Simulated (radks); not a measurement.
Task: The mean radii <r> (bohr) of the occupied orbitals of an atom or ion are listed with their occupations. All-electron calculation, non-relativistic Kohn-Sham, PBE, spin-polarised, spherical densities, point nucleus. Program: a radial shooting solver on a logarithmic mesh with Libxc functionals.

orbital  occ.      <r>
1s up       1  0.04057
6s up       1    1.487

Name the element and its charge. Open shells, if any, are filled with parallel spins first.

Result: Z = 37, rubidium, charge +35: Rb35+ in 1s1 6s1. The 1s radius gives Z: for a bare nucleus <r> = 1.5/Z, 0.04054 bohr for Z = 37, and screening makes it slightly larger (0.04057 here). The occupations add up to 2, and the charge is Z minus that.
